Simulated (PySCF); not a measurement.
## Polarisability and C₆ of Si (silicon, neutral)

[Ne] 3s2 3p2, high-spin 3P determinant. All numbers are calculated (PySCF 2.14, no relativity, point nucleus, in aug-cc-pwCVDZ). Coupled (time-dependent) response in atomic units; α is the mean over directions. A double-zeta set is small for polarisabilities.

```tsv
method	mean α (bohr³)	α xx, yy, zz	C₆ (like pair)	S(−4)
UHF	37.38	31.67, 40.24, 40.24	311.4	491.8
PBE	39.79	32.28, 43.55, 43.55	332.9	631.7
PBE0	38.53	31.87, 41.86, 41.86	320.8	559.3
TPSS	39.32	32.28, 42.84, 42.84	334.0	576.7
```

S(−4) is the Cauchy moment in α(ω) = α(0) + S(−4) ω² + …

Reference α: 37.3 ± 0.7 bohr³ (recommended; Schwerdtfeger and Nagle, table of static dipole polarizabilities (2023 update)). Published C₆: 305.0 (Chu and Dalgarno (2004); Tang, Norbeck and Certain (1976)).

α(iu) at TPSS:

```tsv
u (hartree)	α(iu) (bohr³)
0	39.32
0.0500	37.95
0.100	34.52
0.200	26.01
0.300	18.87
0.500	10.34
0.750	5.622
1.00	3.491
1.50	1.740
2.00	1.066
3.00	0.5506
5.00	0.2529
```

A single London oscillator, α(iu) = α/(1 + u²/ω²), gives C₆ = (3/4) ω α². Matching the computed C₆ needs ω = 4 × 334.0 / (3 × 39.32²) = 0.288 hartree.

The components differ because the open shell of this determinant is not spherical; for a pure term their mean is the scalar polarisability.
